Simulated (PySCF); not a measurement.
C₄H₉OSn, doublet, geometry from GFN2-xTB (such geometries of metal compounds can be far from the true shape) (the spin is typed, not shown lowest) (all electrons, no relativity); WB97X/STO-3G (PySCF).

Here is a job for PySCF.
```python
from pyscf import gto, scf, dft

mol = gto.Mole()
mol.atom = '''
    Sn    0.840745    0.990957    0.717567
    O    -0.637891   -0.289904    0.221153
    C    -0.996298   -1.155872   -0.819350
    C     0.107636   -2.191586   -1.044719
    C    -2.293628   -1.857908   -0.404073
    C    -1.223713   -0.358146   -2.105611
    H    -0.168856   -2.886867   -1.832222
    H     0.283790   -2.742771   -0.124346
    H     1.028768   -1.678581   -1.323484
    H    -2.129333   -2.407315    0.518918
    H    -2.622992   -2.545355   -1.178298
    H    -3.067596   -1.115676   -0.228768
    H    -0.298583    0.148355   -2.381897
    H    -1.991859    0.392534   -1.938183
    H    -1.531462   -1.011870   -2.916801
'''
mol.basis = 'sto-3g'
mol.charge = 0
mol.spin = 1
mol.verbose = 4
mol.build()

mf = dft.UKS(mol)
mf.xc = 'wb97x'
mf.grids.atom_grid = (99, 590)
mf.grids.prune = None
mf.kernel()
```

Output, abridged:

```
PySCF version 2.14.0

[INPUT] verbose = 4
[INPUT] num. atoms = 15
[INPUT] num. electrons = 91
[INPUT] charge = 0
[INPUT] spin (= nelec alpha-beta = 2S) = 1
[INPUT] symmetry False subgroup None
[INPUT] Mole.unit = angstrom
[INPUT] Symbol           X                Y                Z      unit          X                Y                Z       unit  Magmom
[INPUT]  1 Sn     0.840745000000   0.990957000000   0.717567000000 AA    1.588777790597   1.872637331221   1.356005106026 Bohr   0.0
[INPUT]  2 O     -0.637891000000  -0.289904000000   0.221153000000 AA   -1.205439287325  -0.547839162416   0.417918601626 Bohr   0.0
[INPUT]  3 C     -0.996298000000  -1.155872000000  -0.819350000000 AA   -1.882730358452  -2.184281515053  -1.548347100162 Bohr   0.0
[INPUT]  4 C      0.107636000000  -2.191586000000  -1.044719000000 AA    0.203402561144  -4.141497318431  -1.974232787129 Bohr   0.0
[INPUT]  5 C     -2.293628000000  -1.857908000000  -0.404073000000 AA   -4.334328751634  -3.510937284638  -0.763587304331 Bohr   0.0
[INPUT]  6 C     -1.223713000000  -0.358146000000  -2.105611000000 AA   -2.312482425070  -0.676797852608  -3.979028114872 Bohr   0.0
[INPUT]  7 H     -0.168856000000  -2.886867000000  -1.832222000000 AA   -0.319091594490  -5.455387988045  -3.462397779403 Bohr   0.0
[INPUT]  8 H      0.283790000000  -2.742771000000  -0.124346000000 AA    0.536285376890  -5.183086012399  -0.234979884685 Bohr   0.0
[INPUT]  9 H      1.028768000000  -1.678581000000  -1.323484000000 AA    1.944089765717  -3.172058367899  -2.501022290244 Bohr   0.0
[INPUT] 10 H     -2.129333000000  -2.407315000000   0.518918000000 AA   -4.023856197998  -4.549166045557   0.980612901107 Bohr   0.0
[INPUT] 11 H     -2.622992000000  -2.545355000000  -1.178298000000 AA   -4.956736506925  -4.810023839792  -2.226660513123 Bohr   0.0
[INPUT] 12 H     -3.067596000000  -1.115676000000  -0.228768000000 AA   -5.796916300811  -2.108322083750  -0.432308866065 Bohr   0.0
[INPUT] 13 H     -0.298583000000   0.148355000000  -2.381897000000 AA   -0.564240095451   0.280350319210  -4.501132986923 Bohr   0.0
[INPUT] 14 H     -1.991859000000   0.392534000000  -1.938183000000 AA   -3.764067988750   0.741781754580  -3.662635049288 Bohr   0.0
[INPUT] 15 H     -1.531462000000  -1.011870000000  -2.916801000000 AA   -2.894043750179  -1.912157173664  -5.511955049857 Bohr   0.0

nuclear repulsion = 522.140828704123
number of shells = 35
number of NR pGTOs = 183
number of NR cGTOs = 61
basis = sto-3g
ecp = {}

******** <class 'pyscf.dft.uks.UKS'> ********
method = UKS
initial guess = minao
damping factor = 0
level_shift factor = 0
DIIS = <class 'pyscf.scf.diis.CDIIS'>
diis_start_cycle = 1
diis_space = 8
diis_damp = 0
SCF conv_tol = 1e-09
SCF conv_tol_grad = None
SCF max_cycles = 50
direct_scf = True
direct_scf_tol = 1e-13
number electrons alpha = 46  beta = 45
XC library pyscf.dft.libxc version 7.1.2
    S. Lehtola, C. Steigemann, M. J. T. Oliveira, and M. A. L. Marques,  SoftwareX 7, 1–5 (2018)
XC functionals = wb97x
    J.-D. Chai and M. Head-Gordon,  J. Chem. Phys. 128, 084106 (2008)
radial grids:
    Treutler-Ahlrichs [JCP 102, 346 (1995); DOI:10.1063/1.469408] (M4) radial grids

becke partition: Becke, JCP 88, 2547 (1988); DOI:10.1063/1.454033
pruning grids: None
grids dens level: 3
symmetrized grids: False
atomic radii adjust function: <function treutler_atomic_radii_adjust>
User specified grid scheme (99, 590)
small_rho_cutoff = 0
Set gradient conv threshold to 3.16228e-05
tot grids = 876152
init E= -6179.61629211387

cycle= 1 E= -6195.39471372188  delta_E= -15.8  |g|= 0.429  |ddm|= 3.37
cycle= 2 E= -6195.42417244117  delta_E= -0.0295  |g|= 0.453  |ddm|= 1.05
cycle= 3 E= -6195.54198100053  delta_E= -0.118  |g|= 0.0836  |ddm|= 0.646
cycle= 4 E= -6195.54715479998  delta_E= -0.00517  |g|= 0.0205  |ddm|= 0.149
cycle= 5 E= -6195.54753744927  delta_E= -0.000383  |g|= 0.00364  |ddm|= 0.0375
cycle= 6 E= -6195.54757385319  delta_E= -3.64e-05  |g|= 0.00164  |ddm|= 0.0139
cycle= 7 E= -6195.54758659002  delta_E= -1.27e-05  |g|= 0.00104  |ddm|= 0.00867
cycle= 8 E= -6195.54759390027  delta_E= -7.31e-06  |g|= 0.000586  |ddm|= 0.0083
cycle= 9 E= -6195.54759687461  delta_E= -2.97e-06  |g|= 0.000241  |ddm|= 0.00662
cycle= 10 E= -6195.54759745824  delta_E= -5.84e-07  |g|= 7.09e-05  |ddm|= 0.00373
cycle= 11 E= -6195.5475975081  delta_E= -4.99e-08  |g|= 5.07e-05  |ddm|= 0.000812
cycle= 12 E= -6195.54759753967  delta_E= -3.16e-08  |g|= 4.54e-05  |ddm|= 0.000607
cycle= 13 E= -6195.54759758267  delta_E= -4.3e-08  |g|= 4.07e-05  |ddm|= 0.000928
cycle= 14 E= -6195.54759765361  delta_E= -7.09e-08  |g|= 3.19e-05  |ddm|= 0.00186
cycle= 15 E= -6195.54759773116  delta_E= -7.75e-08  |g|= 1.44e-05  |ddm|= 0.00343
cycle= 16 E= -6195.54759774335  delta_E= -1.22e-08  |g|= 5.36e-06  |ddm|= 0.00161
cycle= 17 E= -6195.547597744  delta_E= -6.55e-10  |g|= 1.99e-06  |ddm|= 0.000379
Extra cycle  E= -6195.54759774402  delta_E= -2.18e-11  |g|= 1.24e-06  |ddm|= 7.85e-06
converged SCF energy = -6195.54759774402  <S^2> = 0.75464653  2S+1 = 2.0046411
```
